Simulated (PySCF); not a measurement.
## CsS: from constants to spectrum

UHF-CCSD(T) constants of CsS, ²Π (doublet), unpaired electrons π ↑ (PySCF, scalar-relativistic core potentials, basis sets Cs def2-TZVPP with ECP46, S def2-TZVPP; masses 132.9054 and 31.9721 u):

| Item | Value |
| --- | --- |
| ωe | 191.3 cm⁻¹ |
| ωexe | 0.623 cm⁻¹ |
| Be | 0.067877 cm⁻¹ |
| αe | 0.000326 cm⁻¹ |
| De to Cs + S | 2.48 eV |

What force constant and bond length do these constants imply?

Reduced mass μred = 25.772 u; k = 5.8918×10⁻⁷·μred·ωe² (u, cm⁻¹, mdyn/Å) = 0.556 mdyn/Å; Re = √(16.8576/(μred·Be)) (u, cm⁻¹, Å) = 3.104 Å.

Estimate the centrifugal constant D from the Kratzer relation and find the Dunham coefficient a1.

D = 4Be³/ωe² = 3.42e-08 cm⁻¹; a1 = −1 − αeωe/(6Be²) = -3.26.

Correlated steps freeze 5 core orbitals. Spin–orbit coupling is left out, which matters for elements this heavy, above all for dissociation energies. The state was picked by a PBE0 search and need not be the measured ground state.
